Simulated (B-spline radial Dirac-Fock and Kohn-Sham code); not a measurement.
# Magnetic form factor of the 3d shell of Sn²⁴⁺

System: the Sn²⁴⁺ ion in the configuration 1s2 2s2 2p6 3s2 3p6 3d8.

The computed values come from a radial B-spline solver: configuration-average Dirac-Fock orbitals. ⟨j_K⟩ is the integral of the 3d radial density with the spherical Bessel function j_K(4πsr), s = sin θ/λ.

| s (Å⁻¹) | ⟨j0⟩ | ⟨j2⟩ | ⟨j4⟩ |
| --- | --- | --- | --- |
| 0 | 1.0000 | 0.0000 | 0.0000 |
| 0.05 | 0.9981 | 0.0008 | 0.0000 |
| 0.1 | 0.9924 | 0.0030 | 0.0000 |
| 0.15 | 0.9831 | 0.0067 | 0.0000 |
| 0.2 | 0.9701 | 0.0119 | 0.0001 |
| 0.25 | 0.9537 | 0.0183 | 0.0001 |
| 0.3 | 0.9341 | 0.0260 | 0.0003 |
| 0.35 | 0.9114 | 0.0347 | 0.0005 |
| 0.4 | 0.8860 | 0.0444 | 0.0009 |
| 0.45 | 0.8580 | 0.0549 | 0.0014 |
| 0.5 | 0.8278 | 0.0660 | 0.0021 |
| 0.6 | 0.7621 | 0.0894 | 0.0041 |
| 0.7 | 0.6913 | 0.1135 | 0.0070 |
| 0.8 | 0.6179 | 0.1368 | 0.0111 |
| 0.9 | 0.5442 | 0.1584 | 0.0163 |
| 1 | 0.4721 | 0.1774 | 0.0225 |
| 1.1 | 0.4033 | 0.1931 | 0.0297 |
| 1.2 | 0.3391 | 0.2053 | 0.0377 |
| 1.4 | 0.2275 | 0.2184 | 0.0548 |
| 1.6 | 0.1402 | 0.2179 | 0.0717 |

Radial moments of the shell: ⟨r²⟩ = 0.1030, ⟨r⁴⟩ = 0.01854, ⟨r⁶⟩ = 0.005199 in powers of bohr.
